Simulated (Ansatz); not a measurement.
Basis sets compared for Sn(CF3)H3 (CH3F3Sn). Total charge 0; singlet. Geometry PBE0-D4/def2-SVP. Ansatz on 4 threads of AMD EPYC 7B13 on a shared host; times are rough, and most runs start from earlier orbitals.

```xyz
8

Sn   -0.099    0.683    0.853
C     0.100   -0.687   -0.859
F    -1.092   -0.992   -1.391
F     0.682   -1.842   -0.506
F     0.844   -0.153   -1.837
H     1.474    0.991    1.439
H    -1.062   -0.105    2.022
H    -0.847    2.105    0.279
```

In the def2 sets Sn takes a core potential; there is no spin–orbit coupling.

Binding counts from free atoms (Sn triplet, C triplet, F doublet, H doublet) in the same basis, without a counterpoise term.

| level | functions | energy (Eh) | HOMO (eV) | LUMO (eV) | binding per atom (eV) | wall time |
| --- | --- | --- | --- | --- | --- | --- |
| PBE-D4/def2-SVP | 97 | -553.1079 | -7.18 | -0.70 | 3.39 | 0.6 s |
| PBE0-D4/def2-SVP | 97 | -553.1195 | -8.70 | 0.01 | 3.25 | 0.95 s |

(1) Estimate the rows for PBE-D4/def2-TZVP, PBE0-D4/def2-TZVP.

Answers

(1) 
```json
{"level": "PBE-D4/def2-TZVP", "functions": "192", "energy (Eh)": "-553.5299", "HOMO (eV)": "-7.39", "LUMO (eV)": "-0.98", "binding per atom (eV)": "3.33", "wall time": "1.2 s"}
{"level": "PBE0-D4/def2-TZVP", "functions": "192", "energy (Eh)": "-553.5393", "HOMO (eV)": "-8.81", "LUMO (eV)": "-0.25", "binding per atom (eV)": "3.21", "wall time": "1.7 s"}
```
